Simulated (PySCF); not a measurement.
**Dipole response of Mn⁺ (manganese, charge +1)**

[Ar] 3d4 4s2, high-spin 5D determinant (an excited configuration). Calculation: PySCF 2.14, in def2-QZVPPD (11s6p5d4f2g, 100 functions); the non-relativistic Hamiltonian (point nucleus). Coupled (time-dependent) response in atomic units; α is the mean over directions.

```tsv
method	mean α (bohr³)	α xx, yy, zz	C₆ (like pair)	S(−4)
PBE0	36.66	37.21, 37.21, 35.55	252.3	711.0
M06-L	31.83	32.27, 32.27, 30.96	213.9	475.6
```

S(−4) is the Cauchy moment in α(ω) = α(0) + S(−4) ω² + …

α(iu) at M06-L:

| u (hartree) | α(iu) (bohr³) |
| --- | --- |
| 0 | 31.83 |
| 0.0500 | 30.69 |
| 0.100 | 27.74 |
| 0.200 | 20.28 |
| 0.300 | 14.35 |
| 0.500 | 7.986 |
| 0.750 | 4.758 |
| 1.00 | 3.295 |
| 1.50 | 1.979 |
| 2.00 | 1.372 |
| 3.00 | 0.7935 |
| 5.00 | 0.3705 |

A single London oscillator, α(iu) = α/(1 + u²/ω²), gives C₆ = (3/4) ω α². Matching the computed C₆ needs ω = 4 × 213.9 / (3 × 31.83²) = 0.281 hartree.

For an ion, C₆ is the dispersion term alone; charge-induced terms of lower order in 1/R come first.

The components differ because the open shell of this determinant is not spherical; for a pure term their mean is the scalar polarisability.
